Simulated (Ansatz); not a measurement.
System: C3, charge 0, singlet. A triplet may lie lower; no result for it is given here. C3 (SMILES [C]=C=[C]).
B3LYP-D3(BJ)/def2-TZVP minimum from Ansatz (an electronic-structure program):
```
C
C 1 1.2873
C 1 1.2873 2 180.00
```
Charge 0, spin multiplicity 1.

Hartree-Fock and MP2 correlation energies in hartree (Ansatz). Radicals and triplets start from unrestricted determinants; spin-orbit coupling is neglected. Cores are frozen in correlated methods. No relativity. The restricted determinant of C3 ([C]=C=[C], singlet) is unstable towards broken spin symmetry in at least one set run.

| basis | X | E(HF) | E(corr, MP2) |
|---|---|---|---|
| cc-pVTZ | 3 | -113.38966 | -0.39872 |
| cc-pVQZ | 4 | -113.39601 | -0.42371 |
| cc-pV5Z | 5 | -113.39732 | withheld |

Q: Fit E(corr) = E∞ + A/X³ to X = 3 and 4, predict X = 5, and compare with the run.

A: A = (-0.39872 - (-0.42371))/(1/27 - 1/64) = 1.1671; E∞ = -0.42371 - A/64 = -0.44195; at X = 5, E∞ + A/125 = -0.43261. The run gave -0.43351, 0.90 mEh below the prediction. The same form on X = 4 and 5 gives E∞ = -0.44379, 1.85 mEh below the first estimate.
